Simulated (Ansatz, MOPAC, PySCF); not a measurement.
System: KOH (charge 0, singlet). SMILES: [K][OH]
Geometry: optimised at B3LYP-D3(BJ)/def2-TZVP (Ansatz, a first-principles code).

Property: vertical ionisation energy to the doublet, in eV. Conventions: PM7 with its own dispersion and hydrogen-bond terms; 6-311+G** with 5d; non-relativistic; UHF or UKS for open shells; LANL2DZ with its own core potentials from Na on; each state is the SCF solution reached for its charge and spin; no spin-orbit coupling; no dispersion term unless named; 6-31G* and kin with 6d, 5d where marked; valence correlation only (noble-gas shells and the d and f shells of earlier blocks; the outer core of K, Ca and congeners matters and is frozen too). Ab initio and DFT rows: single points at B3LYP-D3(BJ) geometries (Ansatz). Semi-empirical rows: differences of heats of formation at the shared geometry for vertical values.

| level | program | vertical ionisation energy to the doublet (eV) |
|---|---|---|
| PM3 | MOPAC | 7.07 |
| PM7 | MOPAC | 8.64 |
| HF/6-31G* | Ansatz | 5.45 |
| HF/6-311+G** | Ansatz | 5.73 |
| PBE/6-31G* | Ansatz | 7.62 |
| B3LYP/STO-3G | Ansatz | 2.63 |
| B3LYP/3-21G | Ansatz | 5.99 |
| B3LYP/6-31G* | Ansatz | 7.47 |
| B3LYP/6-31G* with LANL2DZ past Ar | Ansatz | 6.60 |
| B3LYP/6-311+G** | Ansatz | 7.80 |
| M06-2X/6-31G* with LANL2DZ past Ar (5d) | PySCF | 6.50 |
| MP2/6-31G* | Ansatz | 7.16 |
| MP2/6-31G* with LANL2DZ past Ar | Ansatz | 6.24 |
| MP2/6-311+G** | Ansatz | 7.53 |
| B3LYP/def2-TZVPD | Ansatz | 7.74 |
| wB97M-V/def2-TZVPD | Ansatz | 7.63 |

No value to compare with is used here. The 14 habitual levels span 2.63 (B3LYP/STO-3G) to 8.64 eV (PM7); B3LYP/def2-TZVPD gives 7.74.

The levels are drawn from those run, B3LYP/6-31G* more often than the rest, none by its result; runs whose electronic state is in doubt are left out.
